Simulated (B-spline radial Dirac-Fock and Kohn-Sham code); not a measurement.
What relativity does to the binding energies of Cs⁴⁸⁺

System: cesium as Cs⁴⁸⁺ in the configuration [He] 2s2 2p3.

Both columns are ΔSCF binding energies of the configuration average from a radial B-spline solver: non-relativistic Hartree-Fock with a point nucleus, and Dirac-Fock with a finite nucleus and the Coulomb interaction alone, averaged over the two j levels with weights 2j+1.

```
shell  Hartree-Fock (eV)  Dirac-Fock (eV)  shift (eV)  shift (%)
   1s            38643.3          40295.0    +1651.70      +4.27
   2s             8850.3           9324.3     +474.00      +5.36
   2p             8678.0           8864.7     +186.76      +2.15
```

Relativity binds 1s, 2s, 2p more strongly, among those listed most of all 2s in relative terms.

Values without a named source are computed, but for edge energies of neutral atoms, which are taken from tables.
